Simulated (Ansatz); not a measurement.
Cost and result up the ladder for `c1csc(-c2cnc(-c3cnc(-c4cncs4)s3)s2)n1` (26 atoms). Charge 0, multiplicity 1. Geometry: PBE-D4/def2-SVP.

Cartesian coordinates in Å:
```
C 3.8493 5.2742 -0.8663
C 3.7436 5.6160 0.4710
S 2.7443 4.4689 1.2923
C 2.5400 3.6023 -0.2384
C 1.7421 2.4013 -0.3475
C 1.5195 1.6475 -1.5016
N 0.7307 0.5537 -1.3622
C 0.3130 0.4103 -0.1155
C -0.5382 -0.6581 0.3381
C -1.0547 -0.9384 1.6047
N -1.8390 -2.0399 1.7051
C -1.9592 -2.6495 0.5349
C -2.7330 -3.8502 0.3271
C -2.9554 -4.5965 -0.8296
N -3.7475 -5.6983 -0.6905
C -4.1465 -5.8220 0.5542
S -3.5826 -4.5916 1.6591
S -1.0858 -1.8737 -0.7890
S 0.8954 1.6674 0.9895
N 3.1777 4.1527 -1.2551
H 4.4307 5.8454 -1.6050
H 4.1914 6.4641 1.0023
H 1.9530 1.9157 -2.4750
H -0.8591 -0.3226 2.4958
H -2.5337 -4.3454 -1.8149
H -4.7959 -6.6335 0.9166
```

Ansatz on 2 threads of AMD EPYC 7R13 on a shared host and a share (18 GiB) of an NVIDIA H100 80GB HBM3. Times are rough, and most runs start from the orbitals of an earlier one. ωB97M-V/def2-TZVP serves as the yardstick here, not as an exact answer. Differences are given only for rows in sets of like size (and for xTB, whose basis is part of the method), since another set adds its own error. Binding counts from free atoms at the same level (C triplet, S triplet, N quartet, H doublet; other spins of the atoms weren't run), without zero-point energy or a counterpoise term.

Correlated methods freeze 36 core orbitals. The rows differ in basis, and correlated rows in double-zeta sets carry the largest basis error. Single mean-field runs in def2-TZVP are fitted with def2-universal-jkfit.

Run but left out: HF/STO-3G (restricted singlet, unstable in another Hartree–Fock run and untested here).

Correlated methods converge slowly with the basis, most of all in double-zeta sets.

```tsv
level	functions	binding energy per atom (eV)	difference from ωB97M-V/def2-TZVP (eV)	remarks
PBE0-D4/def2-SVP	326	5.21	–	–
BLYP-D4/def2-TZVP (with forces)	680	5.10	0.07	–
PBE0-D4/def2-TZVP	680	5.15	0.11	–
B97M-V/def2-TZVP	680	5.06	0.03	–
r2SCAN-D4/def2-TZVP	680	5.08	0.05	–
ωB97M-V/def2-TZVP	680	5.04	0.00	–
PBE-D4/def2-SVP	326	5.42	–	–
PBE-D4/def2-TZVP (with forces)	680	5.35	0.31	–
CCSD(T)/def2-SVP	326	4.73	–	restricted SCF unstable
```

(1) Estimate how long each takes.

Results:

(1) BLYP-D4/def2-TZVP (with forces) 7.5 s; PBE0-D4/def2-SVP 9 s; PBE-D4/def2-TZVP (with forces) 9 s; r2SCAN-D4/def2-TZVP 9 s; PBE-D4/def2-SVP 10 s; ωB97M-V/def2-TZVP 10 s; B97M-V/def2-TZVP 11 s; PBE0-D4/def2-TZVP 12 s; CCSD(T)/def2-SVP 55 s. On shared hardware such times vary by a factor of up to 3.
